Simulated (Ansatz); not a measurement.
Harmonic frequencies (cm⁻¹) at PBE0-D4/def2-TZVP from Ansatz: 127, 166, 210, 267, 277, 303, 333, 506, 605, 815, 825, 926, 1011, 3914, 3922.

Each molecule was computed in one conformer, which needn't be the lowest.

(1) Which molecule is it?
A. `C#C[SiH3]`
B. `O[Si](O)(Cl)Cl`
C. `O[Si](O)(O)F`
D. `N#C[Si](Cl)(Cl)C#N`

## Answers

(1) B.
